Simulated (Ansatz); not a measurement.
A run for Ansatz (a first-principles code): R-B3LYP/def2-TZVPP on CH3FSn (SMILES [CH3][Sn][F]), a point of a torsion scan. Elements past Kr take the def2 small-core potentials; no spin–orbit coupling.

Ansatz 0.2 input:
```yaml
crystal:
  periodic: [false, false, false]
  atoms:
    - {symbol: C, position_ang: [-0.68095450, 0.02691535, -0.00403327]}
    - {symbol: Sn, position_ang: [1.30017986, 1.13458351, 0.02390296]}
    - {symbol: F, position_ang: [2.39428229, -0.54702800, 0.50091892]}
    - {symbol: H, position_ang: [-0.86771934, -0.41568324, 0.97859099]}
    - {symbol: H, position_ang: [-1.54722698, 0.64036840, -0.26485147]}
    - {symbol: H, position_ang: [-0.62798489, -0.79985943, -0.71800936]}
basis:
  gaussian:
    orbitals: def2-TZVPP
hamiltonian:
  xc: {name: B3LYP}
scf: {lower_state_search: off}
```

The head of its log:

```
WARN ansatz: RAYON_NUM_THREADS=1 ignored (pool sized by the plan → 1); use --threads N
Functional definition: B3LYP
these checks for a lower state are left out or cut short: stability, starts, cluster_reference, orbital_swaps, neighbouring_geometries, increment
integrals: 0.06 GiB planned
945 factors; their error is unknown
mean field: 0.56 GiB planned
mean field evaluation 1: about -9627.3633 eV, gradient 7.4e1 eV
mean field evaluation 2: about -9562.0597 eV, gradient 1.9e2 eV
```

Question: Give the final energy of this run.

Answer: -354.2281 hartree.
